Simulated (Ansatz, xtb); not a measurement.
# Two isomers of CH4AlF2Si

We compare a, `C[SiH][Al]([F])[F]`, a doublet, with b, `[F][Al]([F])[CH2][SiH2]`, a doublet. Both are isolated molecules in the gas phase, relaxed with PBE0-D3(BJ)/def2-SVP; the shapes shown needn't be the lowest conformers.

a (Å):

```tsv
atom	x (Å)	y (Å)	z (Å)
C	-0.6899	-0.3576	-0.6034
Al	-2.7379	-2.0859	1.9586
F	-3.0299	-3.4890	2.7962
F	-3.6373	-0.7570	2.3883
Si	-1.2616	-1.9991	0.1179
H	-0.4799	-0.4624	-1.6791
H	0.2332	-0.0129	-0.1102
H	-1.4619	0.4146	-0.4735
H	-0.2570	-3.0931	-0.0362
```

b (Å):

```yaml
atoms:
  - { symbol: C, position_ang: [0.3029, -1.5718, -0.9926] }
  - { symbol: Al, position_ang: [0.8440, -1.0857, 0.7923] }
  - { symbol: F, position_ang: [-0.2218, -0.4280, 1.8782] }
  - { symbol: F, position_ang: [2.4058, -1.2773, 1.3134] }
  - { symbol: Si, position_ang: [0.5370, -0.0862, -2.1252] }
  - { symbol: H, position_ang: [0.9171, -2.4130, -1.3533] }
  - { symbol: H, position_ang: [-0.7571, -1.8742, -0.9924] }
  - { symbol: H, position_ang: [-0.3007, 1.0685, -1.6624] }
  - { symbol: H, position_ang: [1.9760, 0.3353, -2.1534] }
```

Q: Estimate E(b) − E(a) at the level CCSD(T)/def2-SVP + ΔMP2/def2-TZVPP.

A: Calculated at CCSD(T)/def2-SVP + ΔMP2/def2-TZVPP: E(b) − E(a) = +0.143 eV, so structure a lies lower.

The same difference at several levels:

| level | geometry | E(b) − E(a) (eV) | departure from the last row (eV) | job, with rough time for the two |
| --- | --- | --- | --- | --- |
| PBE0-D3(BJ)/def2-SVP | PBE0-D3(BJ)/def2-SVP | +0.212 | +0.069 | optimisation, 3.9 min |
| HF/def2-SVP | PBE0-D3(BJ)/def2-SVP | +0.115 | −0.028 | part of the CCSD(T) run |
| MP2/def2-SVP | PBE0-D3(BJ)/def2-SVP | +0.055 | −0.087 | part of the CCSD(T) run |
| CCSD(T)/def2-SVP | PBE0-D3(BJ)/def2-SVP | +0.124 | −0.019 | single point |
| CCSD(T)/def2-SVP + ΔMP2/def2-TZVPP | PBE0-D3(BJ)/def2-SVP | +0.143 |  | single point, 53 s |

As drawn, b has 1 C–Al, 1 Si–H in place of 1 Al–Si, 1 C–H.

The levels shown agree on the order. The largest departure from CCSD(T)/def2-SVP + ΔMP2/def2-TZVPP is that of MP2/def2-SVP, 0.087 eV. Levels run at GFN2-xTB geometries aren't shown. The last row adds to CCSD(T) the change of the MP2 difference between the two basis sets, here +0.019 eV.

With harmonic frequencies from PBE0-D3(BJ)/def2-SVP (ideal gas, rigid rotor, one conformer each, 400 K, 1 atm): on the last row, ΔE + ΔZPE = +0.067 eV. A mode under 50 cm⁻¹ makes harmonic enthalpies and free energies unreliable, so none is given.

Open shells are spin-unrestricted. The correlated steps freeze 13 core orbitals. Programs: Ansatz 0.2.0; the last row on 2 threads of Intel(R) Xeon(R) Platinum 8259CL CPU @ 2.50GHz (Skylake/Cascade Lake) on a shared host.
